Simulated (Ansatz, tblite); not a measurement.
Cost and result up the ladder for Ge₁₂NH₂₃, a cluster cut from the lattice of germanium (1 of the caps NH2) (36 atoms). Charge 0, multiplicity 1. Geometry: PBE-D4/def2-SVP.

```xyz
36

Ge   -0.148   -1.315    3.901
Ge    1.828   -1.754   -0.984
Ge   -3.669   -0.007    2.405
Ge   -1.630   -0.450   -2.580
Ge   -0.252    1.081    0.783
Ge    1.886    0.759   -4.092
Ge   -2.452   -0.678    4.417
Ge   -0.447   -0.988   -0.510
Ge    0.991    0.559    2.823
Ge    3.064    0.085   -2.056
Ge   -2.507    1.852    1.325
Ge   -0.436    1.391   -3.654
N     4.836   -0.264   -2.550
H    -0.151   -2.528    2.928
H     0.590   -1.750    5.201
H     1.802   -2.998   -1.923
H     2.510   -2.196    0.348
H    -3.730   -1.206    1.416
H    -5.131    0.383    2.770
H    -1.679   -1.677   -3.536
H    -3.094   -0.030   -2.257
H     0.510    2.137   -0.074
H     1.879   -0.453   -5.071
H     2.642    1.922   -4.796
H    -3.192   -1.842    5.138
H    -2.416    0.533    5.394
H    -1.246   -2.030    0.332
H     2.459    0.181    2.468
H     1.027    1.777    3.791
H     5.422   -0.482   -1.734
H     4.902   -1.067   -3.188
H     3.143    1.276   -1.057
H    -3.248    2.282    0.026
H    -2.469    3.074    2.288
H    -1.130    1.800   -4.985
H    -0.463    2.623   -2.706
```

Ansatz on 2 threads of AMD EPYC 7R13 on a shared host and a share (18 GiB) of an NVIDIA H100 80GB HBM3; xTB runs through tblite on one thread. Times are rough, summed over both states, and most runs start from the orbitals of an earlier one. PBE0-D4/def2-SVP serves as the yardstick here, not as an exact answer. The other state is a doublet.

The xTB rows come from tblite. Correlated methods freeze 109 core orbitals; core or outer-core shells of Ge are correlated, in sets that lack core-valence functions. Single mean-field runs in def2-SVP are fitted with def2-universal-jkfit. HOMO above LUMO, or a gap near zero within one spin, warns that the state may not be the lowest or that an electron is smeared out.

Correlated methods converge slowly with the basis, most of all in double-zeta sets.

Raw xTB energies of ions are shifted by several eV.

```tsv
level	functions	wall time
GFN2-xTB	135	0.3 s
GFN1-xTB	158	0.38 s
PBE-D4/def2-SVP (with forces)	513	19 s
PBE0-D4/def2-SVP	513	26 s
B2PLYP/def2-SVP (with forces)	513	67 s
```

(1) Estimate what each level gives for the vertical IE (eV).

Results:

(1) 
```
                        level  vertical IE (eV)  difference from PBE0-D4/def2-SVP (eV)                                     remarks
                     GFN2-xTB             11.53                                   3.43                                           –
                     GFN1-xTB             12.78                                   4.68                                           –
PBE-D4/def2-SVP (with forces)              7.61                                  -0.49  gap within one spin near zero (+1 doublet)
             PBE0-D4/def2-SVP              8.10                                   0.00                                           –
B2PLYP/def2-SVP (with forces)              8.07                                  -0.03                                           –
```
